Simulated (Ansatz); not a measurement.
Consider the ligand exchange at a Ge–C bond: `O[SiH2]C#[C][GeH3]` + `[NH2][GeH2][F]` → `[F][GeH2][NH][GeH3]` + `C#C[SiH2]O`.

Program: Ansatz. Geometries: PBE0-D4/def2-TZVP. ΔE: electronic, gas phase. CCSD(T)/CBS is the MP2 limit (def2-TZVPP, def2-QZVPP) plus CCSD(T) − MP2 in def2-TZVPP, frozen cores. Functionals use def2-TZVPP. B3LYP here is the variant with VWN-RPA as its local correlation; programs differ in this. HSE06 is defined as in plane-wave codes. For Ge outer-core shells are correlated without core-valence functions, which leaves a few kJ/mol of doubt a bond. Scalar relativity is left out up to krypton. Each species was taken in one conformer, which may not be the lowest.

`O[SiH2]C#[C][GeH3]`:

```xyz
11

O     1.548   -2.490    1.019
Si    0.414   -1.464    1.616
C    -0.079   -0.218    0.372
C    -0.394    0.618   -0.450
Ge   -0.899    1.921   -1.741
H     2.332   -2.107    0.624
H     0.909   -0.721    2.803
H    -0.749   -2.303    1.974
H    -0.355    3.285   -1.300
H    -2.429    1.958   -1.824
H    -0.299    1.521   -3.094
```

`[NH2][GeH2][F]`:

```xyz
7

N     0.288   -0.479    1.011
Ge   -0.382    0.153   -0.549
F     0.766    1.193   -1.367
H     1.078   -1.103    0.936
H     0.461    0.205    1.732
H    -1.590    1.046   -0.255
H    -0.619   -1.015   -1.508
```

`[F][GeH2][NH][GeH3]`:

Cartesian coordinates in Å:
```
F 0.464 -2.286 -1.083
Ge 0.469 -0.571 -1.434
N -0.609 0.308 -0.279
Ge -0.231 0.640 1.494
H 1.918 -0.127 -1.217
H -0.077 -0.456 -2.861
H -1.592 0.273 -0.507
H 1.301 0.641 1.601
H -0.832 -0.436 2.418
H -0.811 2.014 1.868
```

`C#C[SiH2]O`:

Cartesian coordinates in Å:
```
C 0.709 -1.675 -1.166
C 0.475 -0.692 -0.506
Si 0.107 0.805 0.476
O -1.370 0.703 1.186
H 0.919 -2.545 -1.746
H 0.200 1.964 -0.448
H 1.083 0.934 1.577
H -2.123 0.506 0.627
```

| level | ΔE (kcal/mol) | difference from CCSD(T)/CBS |
| --- | --- | --- |
| LDA (SPW92) | 3.7 | 1.4 |
| BLYP-D4 | 2.8 | 0.5 |
| r2SCAN-D4 | 3.4 | 1.1 |
| PBE0-D4 | 3.5 | 1.2 |
| HSE06-D4 | 3.5 | 1.2 |
| BHLYP-D4 | 2.0 | -0.3 |
| CAM-B3LYP-D4 | 2.4 | 0.1 |
| PBE-QIDH | 3.2 | 0.9 |
| revPBE | 4.8 | 2.5 |
| B3LYP | 3.4 | 1.1 |
| r2SCAN0 | 3.3 | 1.0 |
| MP2/def2-SVP | 1.3 | -1.0 |
| CCSD(T)/def2-SVP | 1.2 | -1.1 |
| HF/CBS(def2) | 1.9 | -0.4 |
| MP2/CBS(def2) | 2.5 | 0.2 |
| CCSD/CBS(def2) | 2.1 | -0.2 |
| CCSD(T)/CBS | 2.3 | 0 |

Largest T1 diagnostic among the species: 0.012.

The D4 term adds −0.8 kcal/mol with B3LYP and −0.4 kcal/mol with PBE0; it sums over pairs of atoms, weighted by their polarisabilities, and B3LYP, whose exchange is more repulsive, gets the larger term. At CCSD(T), def2-SVP lies −1.1 kcal/mol from the extrapolated value and def2-TZVPP +0.3 kcal/mol.
